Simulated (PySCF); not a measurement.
Compound: C7H13 (charge +1).
SMILES with atom numbers: `[CH3:1][C+:2]1[CH2:3][CH2:4][CH2:5][C@H:6]1[CH3:7]` (hydrogens: H8, H9, H10 on C1; H11, H12 on C3; H13, H14 on C4; H15, H16 on C5; H17 on C6; H18, H19, H20 on C7)

Computed geometry: GFN2-xTB, gas phase.

Question: Give the optimised bond lengths and angles.

Answer: 
```json
{"bond": "C1–C2", "length (Å)": "1.446"}
{"bond": "C2–C3", "length (Å)": "1.454"}
{"bond": "C3–C4", "length (Å)": "1.533"}
{"bond": "C4–C5", "length (Å)": "1.530"}
{"bond": "C5–C6", "length (Å)": "1.541"}
{"bond": "C6–C7", "length (Å)": "1.523"}
{"bond": "C2–C6", "length (Å)": "1.459"}
{"bond": "C1–H8, C1–H10", "length (Å)": "1.090"}
{"bond": "C1–H9", "length (Å)": "1.098"}
{"bond": "C3–H11", "length (Å)": "1.093"}
{"bond": "C3–H12", "length (Å)": "1.101"}
{"bond": "C4–H13", "length (Å)": "1.086"}
{"bond": "C4–H14", "length (Å)": "1.091"}
{"bond": "C5–H15", "length (Å)": "1.086"}
{"bond": "C5–H16", "length (Å)": "1.091"}
{"bond": "C6–H17", "length (Å)": "1.109"}
{"bond": "C7–H18, C7–H19, C7–H20", "length (Å)": "1.087"}
```

Bonds in one row agree within 0.01 Å and their mean is given. A selection of angles:
```json
{"angle": "C2–C1–H8", "degrees": "111.6"}
{"angle": "C2–C1–H9", "degrees": "108.1"}
{"angle": "C2–C1–H10", "degrees": "113.4"}
{"angle": "H8–C1–H9", "degrees": "103.9"}
{"angle": "H8–C1–H10", "degrees": "110.5"}
{"angle": "H9–C1–H10", "degrees": "108.8"}
{"angle": "C1–C2–C3", "degrees": "124.6"}
{"angle": "C1–C2–C6", "degrees": "124.7"}
{"angle": "C3–C2–C6", "degrees": "110.6"}
{"angle": "C2–C3–C4", "degrees": "106.2"}
{"angle": "C2–C3–H11", "degrees": "113.9"}
{"angle": "C2–C3–H12", "degrees": "106.2"}
{"angle": "C4–C3–H11", "degrees": "115.6"}
{"angle": "C4–C3–H12", "degrees": "110.2"}
{"angle": "H11–C3–H12", "degrees": "104.4"}
{"angle": "C3–C4–C5", "degrees": "103.1"}
{"angle": "C3–C4–H13", "degrees": "112.6"}
{"angle": "C3–C4–H14", "degrees": "109.8"}
{"angle": "C5–C4–H13", "degrees": "112.7"}
{"angle": "C5–C4–H14", "degrees": "110.4"}
{"angle": "H13–C4–H14", "degrees": "108.2"}
{"angle": "C4–C5–C6", "degrees": "103.0"}
{"angle": "C4–C5–H15", "degrees": "112.8"}
{"angle": "C4–C5–H16", "degrees": "111.0"}
{"angle": "C6–C5–H15", "degrees": "112.5"}
{"angle": "C6–C5–H16", "degrees": "109.2"}
{"angle": "H15–C5–H16", "degrees": "108.2"}
{"angle": "C5–C6–C7", "degrees": "117.0"}
{"angle": "C5–C6–H17", "degrees": "106.1"}
{"angle": "C7–C6–H17", "degrees": "107.2"}
{"angle": "C2–C6–C5", "degrees": "104.7"}
{"angle": "C2–C6–C7", "degrees": "118.3"}
{"angle": "C2–C6–H17", "degrees": "101.8"}
{"angle": "C6–C7–H18", "degrees": "111.9"}
{"angle": "C6–C7–H19", "degrees": "110.2"}
{"angle": "H18–C7–H19", "degrees": "108.8"}
{"angle": "H18–C7–H20", "degrees": "108.1"}
```

Dihedral angles: C1–C2–C3–C4 -176° (antiperiplanar); C2–C3–C4–C5 -26° (synperiplanar); C3–C4–C5–C6 35° (synclinal); C4–C5–C6–C7 -165° (antiperiplanar); C1–C2–C6–C5 -162° (antiperiplanar).

Of the pairs four or more bonds apart, C1···H18 is among the closest relative to their van der Waals radii: 2.91 Å, 100 % of the sum of Bondi's values. The C–C distances run from 1.446 Å (C1–C2, drawn single) to 1.541 Å (C5–C6, drawn single), a spread of 0.095 Å. The 5-membered ring C2–C3–C4–C5–C6 has internal angles of 103.0° to 110.6°; it is puckered, 0.16 Å rms from its mean plane, widest ring torsion 35°. C2 (formal carbocation centre) is planar (angles 124.7°, 124.6° and 110.6°, sum 360.0°, 0.02 Å off the plane of its three neighbours).

Point group: C1 (no symmetry element, even within 0.4 Å). No GFN2-xTB frequencies stand behind this structure, so it isn't proved a minimum.

One conformer stands for the species.
